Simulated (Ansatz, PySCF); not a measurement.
H₂S₂, SMILES SS. Atoms are numbered in the order given.

```xyz
4

S      0.0504    -1.0347     0.0777
S     -0.0504     1.0347     0.0777
H     -0.8843    -1.2801    -0.8614
H      0.8843     1.2801    -0.8614
```

Coordinates come from a B3LYP-D3(BJ)/def2-TZVP optimisation.

Two levels are set side by side: PBE-D3(BJ)/def2-TZVP (Ansatz, a first-principles code) and B3LYP-D3(BJ)/def2-TZVP (Ansatz). Each level has its own optimised geometry; the coordinates shown are those of the second. Frequencies come from the Hessian of PySCF at each geometry. Differences are taken from unrounded values.

| quantity | B3LYP-D3(BJ) |
|---|---|
| mean bond length (Å) | 1.589 |
| bond S1–S2 (Å) | 2.072 |
| bond S1–H3 (Å) | 1.348 |
| bond S2–H4 (Å) | 1.348 |
| highest harmonic wavenumber (cm⁻¹) | 2627 |
| mean harmonic wavenumber (cm⁻¹) | 1333 |
| zero-point energy (kcal/mol) | 11.44 |

What does PBE-D3(BJ) give, and how far is it from B3LYP-D3(BJ)? (An estimate is asked for; the answer gives what the named calculation found.)


| quantity | PBE-D3(BJ) | PBE-D3(BJ) minus B3LYP-D3(BJ) |
|---|---|---|
| mean bond length (Å) | 1.595 | 0.006 |
| bond S1–S2 (Å) | 2.065 | -0.007 |
| bond S1–H3 (Å) | 1.360 | 0.012 |
| bond S2–H4 (Å) | 1.360 | 0.012 |
| highest harmonic wavenumber (cm⁻¹) | 2553 | -74 |
| mean harmonic wavenumber (cm⁻¹) | 1299 | -34 |
| zero-point energy (kcal/mol) | 11.14 | -0.29 |

GGA bonds tend to be longer and softer than those of functionals with exact exchange. Differences between two approximate levels are no errors against the true value.
